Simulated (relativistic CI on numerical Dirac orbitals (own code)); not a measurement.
**Energy levels of Mo²⁵⁺**

Computed by Dirac-Coulomb-Breit CI, separate exchange-only KLI orbitals for each configuration, a model potential for QED, unscaled Slater integrals (own radial code, finite nucleus).

CI space (outside the closed core [Ne]): 3s2.3p5, 3s.3p6, 3s2.3p4.3d, 3s.3p5.3d, 3p6.3d, 3s.3p4.3d2, 3s2.3p3.3d.4p, 3p6.4s, 3s2.3p4.4s, 3s.3p4.3d.4s, 3p6.4p, 3s2.3p4.4p, 3s2.3p4.4d, 3s.3p5.4s, 3p5.3d.4p, 3s2.3p4.4f, 3s.3p5.4p, 3s.3p5.4d, 3s.3p5.4f, 3s2.3p4.5s, 3s2.3p4.5p, 3s2.3p4.5d, 3s2.3p3.4s.4p, 3s2.3p4.5f, 3s2.3p4.5g, 3s.3p4.4s2, 3s.3p5.5s, 3s.3p5.5p, 3s2.3p3.3d2, 3s2.3p2.3d3, 3s.3p3.3d3, 3s2.3p2.3d2.4s, 3s2.3p2.3d2.4p, 3s2.3p2.3d2.4d, 3p5.3d2, 3p4.3d3, 3p4.3d2.4s, 3p4.3d2.4p, 3p4.3d2.4d, 3s2.3p3.3d.4s, 3s.3p3.3d2.4s, 3s2.3p2.3d.4s2, 3s2.3p2.3d.4s.4p, 3s2.3p2.3d.4s.4d, 3p5.3d.4s, 3p4.3d.4s2, 3p4.3d.4s.4p, 3p4.3d.4s.4d, 3s2.3p3.4s2, 3s.3p3.3d.4s2, 3s2.3p2.4s2.4p, 3s2.3p2.4s2.4d, 3s2.3p3.4p2, 3s2.3p2.3d.4p2, 3s.3p3.3d.4p2, 3s2.3p2.4s.4p2, 3s2.3p2.4p3, 3s2.3p2.4p2.4d. Double excitations out of closed p, d and f shells are left out; levels of such configurations are missing from the list, as are those of other unlisted configurations, and high levels can miss mixing partners. These lack a partner that the ground configuration has and come out too high: 3s2.3p4.4f, 3s.3p5.4p, 3s.3p5.4d, 3s.3p5.4f, 3s2.3p4.5s.

The lowest level is 3s2.3p5 2P°_3/2, with 98 % of that term; Hund's rules for 3s2.3p5 give 2P° with J = 3/2, in agreement.

| No. | Configuration | Term | J | E (cm⁻¹) | % | Next component (%) | Landé g | Lifetime (s) |
| --- | --- | --- | --- | --- | --- | --- | --- | --- |
| 1 | 3s2.3p5 | 2P° | 3/2 | 0 | 98 | 2 3s2.3p3.3d2 2P° | 1.331 |  |
| 2 | 3s2.3p5 | 2P° | 1/2 | 186859 | 97 | 2 3s2.3p3.3d2 2P° | 0.661 | 8.55e-06 |
| 3 | 3s.3p6 | 2S | 1/2 | 787262 | 66 | 29 3s2.3p4.3d 2S | 2.012 | 5.72e-11 |
| 4 | 3s2.3p4.3d | 4D | 3/2 | 887569 | 55 | 23 2D | 1.171 | 4.21e-09 |
| 5 | 3s2.3p4.3d | 4D | 5/2 | 889398 | 67 | 13 2D | 1.309 | 2.64e-08 |
| 6 | 3s2.3p4.3d | 2P | 1/2 | 908254 | 45 | 38 4D | 0.729 | 6.90e-10 |
| 7 | 3s2.3p4.3d | 4D | 7/2 | 909719 | 64 | 23 4F | 1.341 | 1.23e-03 |
| 8 | 3s2.3p4.3d | 4F | 9/2 | 954473 | 76 | 22 2G | 1.280 | 1.81e-03 |
| 9 | 3s2.3p4.3d | 2F | 7/2 | 955809 | 47 | 28 2G | 1.109 | 1.32e-03 |
| 10 | 3s2.3p4.3d | 2D | 3/2 | 982562 | 48 | 22 4P | 0.985 | 6.53e-10 |
| 11 | 3s2.3p4.3d | 4P | 1/2 | 1017486 | 60 | 30 2P | 1.996 | 3.84e-11 |
| 12 | 3s2.3p4.3d | 4D | 1/2 | 1040974 | 60 | 24 2P | 0.532 | 4.92e-10 |
| 13 | 3s2.3p4.3d | 4F | 5/2 | 1041969 | 49 | 31 2D | 1.150 | 1.78e-10 |
| 14 | 3s2.3p4.3d | 4F | 3/2 | 1049789 | 39 | 30 2D | 0.893 | 5.74e-11 |
| 15 | 3s2.3p4.3d | 2F | 5/2 | 1055785 | 33 | 32 4P | 1.191 | 8.29e-11 |
| 16 | 3s2.3p4.3d | 4D | 3/2 | 1077392 | 31 | 29 2P | 1.110 | 4.61e-09 |
| 17 | 3s2.3p4.3d | 4F | 7/2 | 1113668 | 54 | 20 4D | 1.224 | 1.24e-05 |
| 18 | 3s2.3p4.3d | 2G | 7/2 | 1133346 | 53 | 40 2F | 1.013 | 1.61e-05 |
| 19 | 3s2.3p4.3d | 2D | 5/2 | 1133603 | 41 | 31 2F | 1.099 | 1.38e-10 |
| 20 | 3s2.3p4.3d | 2P | 3/2 | 1139802 | 46 | 30 4P | 1.341 | 1.35e-09 |
| 21 | 3s2.3p4.3d | 2F | 5/2 | 1161895 | 62 | 24 4P | 1.088 | 1.14e-09 |
| 22 | 3s2.3p4.3d | 2G | 9/2 | 1163340 | 76 | 22 4F | 1.159 | 1.51e-05 |
| 23 | 3s2.3p4.3d | 2D | 5/2 | 1197156 | 42 | 39 2F | 1.105 | 3.06e-10 |
| 24 | 3s2.3p4.3d | 2F | 7/2 | 1232383 | 86 | 5 4F | 1.139 | 1.01e-05 |
| 25 | 3s2.3p4.3d | 2P | 3/2 | 1272788 | 38 | 36 2D | 0.934 | 7.70e-12 |
| 26 | 3s2.3p4.3d | 2S | 1/2 | 1293453 | 58 | 22 3s.3p6 2S | 1.898 | 1.97e-12 |
| 27 | 3s2.3p4.3d | 2D | 5/2 | 1319402 | 86 | 6 2F | 1.175 | 2.25e-12 |
| 28 | 3s2.3p4.3d | 2D | 3/2 | 1335258 | 48 | 44 2P | 1.068 | 3.14e-12 |
| 29 | 3s2.3p4.3d | 2P | 1/2 | 1395152 | 87 | 9 2S | 0.817 | 2.80e-12 |
| 30 | 3s2.3p4.3d | 2D | 5/2 | 1401996 | 58 | 17 2F | 1.175 | 1.06e-10 |
| 31 | 3s2.3p4.3d | 2D | 3/2 | 1493175 | 76 | 16 2P | 0.873 | 2.42e-12 |
| 32 | 3s.3p5.3d | 4P° | 1/2 | 1637393 | 80 | 15 3s2.3p3.3d2 4P° | 2.588 | 6.02e-11 |
| 33 | 3s.3p5.3d | 4P° | 3/2 | 1657082 | 72 | 15 3s2.3p3.3d2 4P° | 1.667 | 6.30e-11 |
| 34 | 3s.3p5.3d | 4P° | 5/2 | 1695797 | 53 | 20 4D° | 1.502 | 6.12e-11 |
| 35 | 3s.3p5.3d | 4F° | 7/2 | 1720402 | 59 | 13 2F° | 1.238 | 4.05e-11 |
| 36 | 3s.3p5.3d | 4F° | 9/2 | 1729023 | 83 | 14 3s2.3p3.3d2 4F° | 1.331 | 3.74e-11 |
| 37 | 3s.3p5.3d | 4F° | 5/2 | 1746006 | 48 | 10 3s2.3p3.3d2 4F° | 1.111 | 3.53e-11 |
| 38 | 3s.3p5.3d | 4D° | 1/2 | 1765341 | 28 | 20 3s2.3p3.3d2 4D° | 0.141 | 6.48e-11 |
| 39 | 3s.3p5.3d | 4F° | 3/2 | 1768858 | 34 | 21 4D° | 0.826 | 3.49e-11 |
| 40 | 3s.3p5.3d | 2D° | 5/2 | 1793448 | 22 | 19 3s2.3p3.3d2 6F° | 1.147 | 8.39e-11 |
| 41 | 3s.3p5.3d | 2F° | 7/2 | 1793992 | 39 | 34 4D° | 1.273 | 6.23e-11 |
| 42 | 3s2.3p3.3d2 | 6F° | 7/2 | 1812448 | 25 | 21 3s.3p5.3d 2F° | 1.251 | 8.71e-11 |
| 43 | 3s2.3p3.3d2 | 6F° | 3/2 | 1815769 | 46 | 17 4F° | 0.838 | 8.43e-11 |
| 44 | 3s.3p5.3d | 2D° | 3/2 | 1822578 | 24 | 20 2P° | 1.042 | 4.93e-11 |
| 45 | 3s.3p5.3d | 2D° | 5/2 | 1833798 | 30 | 20 3s2.3p3.3d2 6F° | 1.157 | 8.76e-11 |
| 46 | 3s2.3p3.3d2 | 6F° | 1/2 | 1844857 | 46 | 34 3s.3p5.3d 2P° | 0.021 | 2.83e-11 |
| 47 | 3s2.3p3.3d2 | 6F° | 7/2 | 1848094 | 26 | 14 4D° | 1.312 | 4.63e-11 |
| 48 | 3s2.3p3.3d2 | 6F° | 5/2 | 1851621 | 20 | 19 3s.3p5.3d 4D° | 1.213 | 3.74e-11 |
| 49 | 3s2.3p3.3d2 | 6F° | 9/2 | 1853798 | 65 | 16 4G° | 1.351 | 1.58e-10 |
| 50 | 3s2.3p3.3d2 | 6F° | 11/2 | 1866784 | 68 | 25 4G° | 1.382 | 1.96e-09 |
| 51 | 3s.3p5.3d | 4D° | 1/2 | 1871094 | 39 | 17 3s2.3p3.3d2 6F° | 0.172 | 2.43e-11 |
| 52 | 3s.3p5.3d | 2D° | 3/2 | 1872324 | 22 | 16 4D° | 0.891 | 2.90e-11 |
| 53 | 3s2.3p3.3d2 | 6P° | 3/2 | 1892690 | 53 | 19 4P° | 2.007 | 6.21e-11 |
| 54 | 3s2.3p3.3d2 | 4D° | 7/2 | 1893678 | 23 | 22 6P° | 1.362 | 6.87e-11 |
| 55 | 3s2.3p3.3d2 | 6P° | 5/2 | 1898834 | 25 | 15 4G° | 1.250 | 7.60e-11 |
| 56 | 3s2.3p3.3d2 | 6F° | 3/2 | 1909090 | 29 | 23 4F° | 0.953 | 3.87e-11 |
| 57 | 3s2.3p3.3d2 | 4P° | 1/2 | 1912737 | 75 | 13 2S° | 2.336 | 6.65e-11 |
| 58 | 3s2.3p3.3d2 | 6P° | 5/2 | 1918526 | 33 | 22 4G° | 1.305 | 4.96e-11 |
| 59 | 3s2.3p3.3d2 | 6P° | 7/2 | 1928400 | 27 | 18 4H° | 1.178 | 7.70e-11 |
| 60 | 3s2.3p3.3d2 | 4G° | 7/2 | 1949990 | 34 | 16 4H° | 1.095 | 5.06e-11 |
| 61 | 3s.3p5.3d | 2F° | 5/2 | 1950338 | 21 | 15 3s2.3p3.3d2 2F° | 1.108 | 5.19e-11 |
| 62 | 3s2.3p3.3d2 | 4F° | 3/2 | 1955531 | 19 | 17 4D° | 1.036 | 3.25e-11 |
| 63 | 3s.3p5.3d | 2F° | 5/2 | 1963286 | 18 | 17 4D° | 1.132 | 2.87e-11 |
| 64 | 3s2.3p3.3d2 | 2P° | 3/2 | 1964816 | 23 | 20 3s.3p5.3d 2D° | 1.012 | 3.03e-11 |
| 65 | 3s2.3p3.3d2 | 4G° | 9/2 | 1972035 | 41 | 22 2H° | 1.104 | 7.32e-11 |
| 66 | 3s2.3p3.3d2 | 2F° | 5/2 | 1976406 | 18 | 18 3s.3p5.3d 2F° | 1.021 | 2.99e-11 |
| 67 | 3s2.3p3.3d2 | 4G° | 7/2 | 1984954 | 29 | 22 4D° | 1.207 | 1.21e-10 |
| 68 | 3s2.3p3.3d2 | 4D° | 5/2 | 1990659 | 34 | 17 4P° | 1.219 | 3.96e-11 |
| 69 | 3s2.3p3.3d2 | 4D° | 1/2 | 1992180 | 71 | 12 2P° | 0.200 | 2.38e-11 |
| 70 | 3s2.3p3.3d2 | 4G° | 11/2 | 1996317 | 53 | 24 2H° | 1.202 | 1.20e-10 |

Energies count from the lowest computed level; ° marks odd parity; lifetimes are radiative, by E1, M1, E2, M2, E3 decay to levels of this space only.

The mean weight of the leading LS term, summed over parents, in these 70 levels is 49 %, and that of the leading jj configuration (from the same eigenvectors) 56 %.

At this charge energies of transitions that change n are usually good to better than 1 %, and those within a shell (Δn = 0) to a few per cent.

LS names give the leading component of a level, which can be under half, so a name can repeat, a term be missing and a line seem to break the LS rules.
